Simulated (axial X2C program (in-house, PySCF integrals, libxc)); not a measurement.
MoSe: from the spin-free to the two-component result

Calculated with an axial X2C code built on PySCF integrals. Spin-free means the one-electron spin-free X2C Hamiltonian; two-component (2c) means X2C with spin–orbit coupling and atomic mean-field two-electron Coulomb and Gaunt terms, so the difference of the two also holds small scalar two-electron terms. Basis: Mo dyall-cv3z [11s12p9d5f3g], Se dyall-cv3z [8s9p6d4f1g] (cores contracted in-house); Gaussian nuclei, density fitting, unrestricted open shells. Masses: Mo 97.905 u, Se 79.917 u.

Spin-free state: M_S = 2, Λ = 1 (beyond evenly filled blocks: σα, π+α, δ+α, δ-α); fragments Mo + Se.

| level | Re (Å) | ωe (cm⁻¹) | De (eV) | μ (D) |
| --- | --- | --- | --- | --- |
| PBE0 | 2.277 | 310.8 | 3.037 | -4.30 |
| HF | 2.541 | 210.6 | 1.045 | -5.68 |
| TPSSh | 2.272 | 327.9 | 3.326 | -4.12 |

Dipoles are positive if Se is the positive end.

Two-component determinant lowest at the distance of the search:

Ω = 1 (⟨Sz⟩ = 2.00, ⟨Lz⟩ = -1.00 at PBE0); fragments Mo + Se.

```json
{"level": "PBE0", "Re (Å)": "2.282", "ωe (cm⁻¹)": "307.0", "De (eV)": "3.061", "μ (D)": "-4.26"}
{"level": "HF", "Re (Å)": "2.542", "ωe (cm⁻¹)": "210.4", "De (eV)": "n/a", "μ (D)": "-5.66"}
{"level": "TPSSh", "Re (Å)": "2.276", "ωe (cm⁻¹)": "324.6", "De (eV)": "n/a", "μ (D)": "-4.08"}
```

(1) From the two tables, how do the constants change at the PBE0 level (2c against spin-free)?

One determinant describes the state; a PBE0 search over occupations chose it and may have missed a lower one. Dissociation energies refer to the lowest single-determinant-based atoms at the same level and basis. De is not given where an atomic determinant may have missed its ground term or J level, or where the truncated virtual space spoils (T). Density functionals use the spin component along the axis (collinear). The functionals have no current-density term, which raises determinants with orbital currents, atoms included. With several unpaired electrons one determinant need not be a pure state. Open-shell Ω = 0 determinants with evenly filled partner blocks cannot be reached by this program, so the Ω shown need not be the lowest component. The determinant is spin-polarised beyond a pure state at some levels (its spin-free form has ⟨S²⟩ too high), which makes Re and μ there less reliable.

## Answers

(1) At the PBE0 level Re increases by 0.005 Å and ωe drops by 3.8 cm⁻¹; De changes by 0.024 eV.
